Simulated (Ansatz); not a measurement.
Molecule: ScO$_{2}$, charge 0, multiplicity 2. The spin state was set by rule; other spins were not relaxed. 
Coordinates optimised at B3LYP-D3(BJ)/def2-TZVP (Ansatz, an electronic-structure program):
```
Sc
O 1 1.7700
O 1 1.7700 2 133.20
```
Charge 0, spin multiplicity 2.

Give the harmonic wavenumbers at B3LYP-D3(BJ)/def2-TZVP (Ansatz, finite differences of forces, unscaled).

122, 191, 764 cm⁻¹. Zero-point energy 1.5 kcal/mol.

From these and the geometry, give the ideal-gas thermochemistry at 298.15 K and 1 atm (rigid rotor, harmonic oscillator).

Point group C2v, rotational symmetry number 2. Rotational constants 54.71, 5.985, 5.395 GHz. S(trans) 38.94, S(rot) 21.35, S(vib) 5.52, S(elec, spin only) 1.38, S 67.2 cal/(mol K). H(298) - H(0) 3.22 kcal/mol; G - E(el) -15.3 kcal/mol.
